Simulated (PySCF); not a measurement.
These 3 structures share the formula CH9ClGe2Si. Computed with PBE0-D3(BJ)/def2-SVP geometry optimisation, gas phase in PySCF 2.14.0. Energies are electronic, without zero-point or thermal terms, for one conformer each. No frequencies were run at this level. Point groups hold within 0.08 Å.

Problem. Order them by energy at this level, lowest first, and give relative energies in kcal/mol.
A. `[SiH3:1][Ge@@H:2]([GeH3:3])[CH2:4][Cl:5]` with Si1–Ge2–C4–Cl5 -57°
B. `[SiH3:1][GeH2:2][GeH2:3][CH2:4][Cl:5]` with Si1–Ge2–Ge3–C4 59°, Ge2–Ge3–C4–Cl5 -55°
C. `[CH3:1][Ge@@H:2]([Cl:3])[SiH2:4][GeH3:5]` with C1–Ge2–Si4–Ge5 -70°

Solution. C (0.0), B (34.0), A (34.8).

Neighbours under 2.5 kcal/mol apart ([SiH3][GeH2][GeH2][CH2]Cl and [SiH3][Ge@@H]([GeH3])[CH2]Cl) can change places with a better method, another conformer or zero-point energy.

| SMILES | E (Eh) | E rel (kcal/mol) | dipole (D) | point group | A, B, C (MHz) |
| --- | --- | --- | --- | --- | --- |
| [CH3][Ge@@H]([Cl])[SiH2][GeH3] | -4945.64997 | 0.0 | 2.25 | C1 | 1843, 642.7, 570.8 |
| [SiH3][GeH2][GeH2][CH2]Cl | -4945.59575 | 34.0 | 1.58 | C1 | 1366, 953.8, 608.7 |
| [SiH3][Ge@@H]([GeH3])[CH2]Cl | -4945.59453 | 34.8 | 1.46 | C1 | 1287, 887.7, 665.9 |
